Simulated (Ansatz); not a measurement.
Cu₃F₄. Charge 0, multiplicity 2. Geometry r2SCAN-D4/def2-SVP.

| atom | x (Å) | y (Å) | z (Å) |
| --- | --- | --- | --- |
| Cu1 | -0.052 | -1.302 | -0.844 |
| Cu2 | -0.725 | 0.013 | 1.154 |
| Cu3 | 0.767 | 1.017 | -0.486 |
| F4 | 1.349 | -0.395 | -1.681 |
| F5 | 1.046 | 0.641 | 1.453 |
| F6 | -1.429 | -1.617 | 0.376 |
| F7 | -0.955 | 1.644 | 0.028 |

The structure comes from a short search, and lower isomers may exist.

(1) Estimate the α-spin orbital energies around the gap (eV) in Ansatz with PBE-D4/def2-TZVP, r2SCAN-D4/def2-TZVP, r2SCANh-D4/def2-TZVP, PBE0-D4/def2-TZVP.

Answers

(1) 
```
orbital  PBE-D4/def2-TZVP  r2SCAN-D4/def2-TZVP  r2SCANh-D4/def2-TZVP  PBE0-D4/def2-TZVP
 HOMO−5             -6.95                -7.15                 -8.10              -9.21
 HOMO−4             -6.85                -7.12                 -7.89              -8.96
 HOMO−3             -6.81                -7.06                 -7.81              -8.88
 HOMO−2             -6.57                -6.71                 -7.45              -8.48
 HOMO−1             -6.57                -6.71                 -7.44              -8.43
   HOMO             -6.31                -6.38                 -6.97              -7.81
   LUMO             -3.23                -2.92                 -2.53              -2.16
 LUMO+1             -2.03                -1.69                 -1.35              -1.08
 LUMO+2             -1.87                -1.50                 -1.10              -0.77
 LUMO+3             -0.60                -0.25                  0.11               0.40
 LUMO+4              0.51                 0.85                  1.25               1.63
 LUMO+5              1.96                 2.42                  2.71               2.85
 β HOMO             -6.16                -6.12                 -6.49              -7.02
 β LUMO             -6.01                -5.90                 -5.59              -5.16
```
